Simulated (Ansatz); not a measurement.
Reaction (ligand exchange at the Sn–C bond): `C#[C][SnH]([Cl])[Cl]` + H₂S → `[SH][SnH]([Cl])[Cl]` + `C#C`

Calculated with Ansatz (gas phase, PBE0-D4/def2-TZVP geometries, no zero-point term in ΔE). CCSD(T)/CBS is the MP2 limit (def2-TZVPP, def2-QZVPP) plus CCSD(T) − MP2 in def2-TZVPP, frozen cores. This one scheme is used for every species. Functionals use def2-TZVPP. B3LYP here is the variant with VWN-RPA as its local correlation; programs differ in this. Elements past krypton have def2 core potentials. For Sn outer-core shells are correlated without core-valence functions, which leaves a few kJ/mol of doubt a bond. Each species was taken in one conformer, which may not be the lowest.

```csv
level,ΔE (kJ/mol)
B97M-V,-50.3
ωB97M-V,-48.1
B3LYP,-51.5
r2SCAN0,-51.9
```

**Question.** What does CCSD(T)/CBS give? (An estimate is asked.)

**Answer.** Ansatz gave: -46.9 kJ/mol. The listed levels differ from it by -3.4, -1.2, -4.6, -5.0 kJ/mol.

Largest T1 diagnostic among the species: 0.013.

Leaving LDA and LC-ωPBE aside and taking each functional with its dispersion term where it has one, the values, not all of them listed here, spread over 9.0 kJ/mol, from PBE-D4 to PBE-QIDH. From BLYP to BHLYP (50 % exact exchange), in def2-TZVPP and without D4, ΔE moves by +4.0 kJ/mol.
